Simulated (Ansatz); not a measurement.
Two structures, one formula

Two relaxed structures of C2H5Te (charge +1), closed shell (PBE0-D4/def2-TZVP; forces vanish, vibrations not checked).

A:

C1  (-0.086, 1.086, -0.243)
C2  (-0.159, -0.345, 0.008)
Te3  (1.296, -1.443, 0.758)
H4  (-0.907, 1.578, 0.300)
H5  (-0.321, 1.267, -1.303)
H6  (0.862, 1.557, 0.013)
H7  (-1.087, -0.860, -0.233)
H8  (0.402, -2.841, 0.701)
(Å)

B:

```tsv
atom	x (Å)	y (Å)	z (Å)
C1	-0.1285	1.0444	0.1972
C2	0.0598	-0.2437	-0.0341
Te3	1.5124	-1.2600	1.0800
H4	-0.8784	1.5856	-0.3728
H5	2.2047	-2.0584	-0.2055
H6	0.4257	1.6161	0.9341
H7	-0.4798	-0.8358	-0.7631
H8	0.5786	-2.5929	1.4272
```

Program: Ansatz 0.2.0. Basis: def2-TZVPP. Cores are frozen in the correlated methods. Filled d shells of the heavier atoms are correlated. Core potentials replace the inner electrons of the atoms past krypton. The def2 sets are not built for correlating such inner shells, so the correlated values are less sure here. B3LYP uses VWN-RPA correlation.

Q: Which structure is lower at CCSD(T), and by how much? (An estimate is asked for; the value comes from the calculation.)

A: Computed: A, by 0.400 eV (electronic energy, against the other). By their contacts, A is C₂H₅Te ([CH3][CH][TeH]), total charge +1 and B is C₂H₅Te ([CH2][CH][TeH2]), total charge +1.

All methods give the same order:

| method | E(B) − E(A) (eV) |
| --- | --- |
| PBE-D4 | 0.501 |
| r2SCAN-D4 | 0.500 |
| PBE0-D4 | 0.445 |
| B3LYP-D4 | 0.435 |
| wB97M-V | 0.356 |
| HF | 0.303 |
| MP2 | 0.411 |
| CCSD | 0.344 |
| CCSD(T) | 0.400 |

The T1 diagnostic stays at or below 0.023. The restricted Hartree–Fock reference is unstable towards an unrestricted one at one or more of these structures.

Labels in which every atom is bracketed show which atoms are joined, not bond orders.

For scale, one of the runs: CCSD(T)/def2-TZVPP, 182 basis functions, launched by `ansatz run in.yaml --threads 2 --pin off --events-out ev --progress --plain --max-ram 4352MiB`. Time: 77 s of wall clock on 2 CPU threads of an Arm Neoverse V1; the host was shared. Peak host memory: 2 GiB.
